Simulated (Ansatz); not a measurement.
C3H11NSi, singlet, at a GFN2-xTB geometry; MP2/def2-TZVP run with Ansatz (a quantum-chemistry and plane-wave program).

Ansatz was given this input:
Ansatz 0.2 input:
```yaml
crystal:
  periodic: [false, false, false]
  atoms:
    - {symbol: Si, position_ang: [-0.34000866, 0.20353439, 0.47371182]}
    - {symbol: C, position_ang: [-1.06227527, -1.56141578, 0.39896127]}
    - {symbol: N, position_ang: [-1.47055540, 1.47253639, 0.15660194]}
    - {symbol: C, position_ang: [1.03448865, 0.40035284, -0.82861238]}
    - {symbol: C, position_ang: [2.19665728, -0.56245280, -0.62060665]}
    - {symbol: H, position_ang: [0.15565506, 0.46465292, 1.83281722]}
    - {symbol: H, position_ang: [-1.38564188, -1.82503380, -0.60524961]}
    - {symbol: H, position_ang: [-1.92447931, -1.65576563, 1.05349275]}
    - {symbol: H, position_ang: [-0.33676689, -2.30537169, 0.71347604]}
    - {symbol: H, position_ang: [-1.66887561, 1.73323213, -0.79536143]}
    - {symbol: H, position_ang: [-2.31369074, 1.51894791, 0.70422254]}
    - {symbol: H, position_ang: [1.41167179, 1.42290817, -0.79844327]}
    - {symbol: H, position_ang: [0.63060862, 0.25106147, -1.83198678]}
    - {symbol: H, position_ang: [2.63868826, -0.42062986, 0.36289892]}
    - {symbol: H, position_ang: [2.97379730, -0.40615509, -1.36797251]}
    - {symbol: H, position_ang: [1.85981845, -1.59398831, -0.69452639]}
basis:
  gaussian:
    orbitals: def2-TZVP
magnetization: {spin_polarized: false}
correlation: {method: mp2}
```

What the program printed (banner, timings and long lists left out):

```
Functional definition: HF
1550 factors; integrals over basis functions are off by at most 1.4e-3 eV
mean field evaluation 1: about -12607.3196 eV, gradient 4.8e1 eV
mean field evaluation 2: about -12607.4927 eV, gradient 4.8e1 eV
mean field evaluation 4: about -12612.8369 eV, gradient 4.1e0 eV
mean field evaluation 8: about -12612.9029 eV, gradient 2.4e-1 eV
mean field -12612.90311938 eV, -463.5156403045 hartree, gradient 6.8e-6 eV, S^2 0.000000; 0 other end points of the search recorded, 0 dependent functions left out
9 core orbitals not correlated
reference -12612.90311938 eV, -463.5156403045 hartree; 16, 16 occupied and 202, 202 virtual orbitals, 1550 factors
second order -23.00424481 eV of doubles, -0.00000000 eV of singles
Total energy: -12635.90736419 eV, -464.3610307084 hartree
```
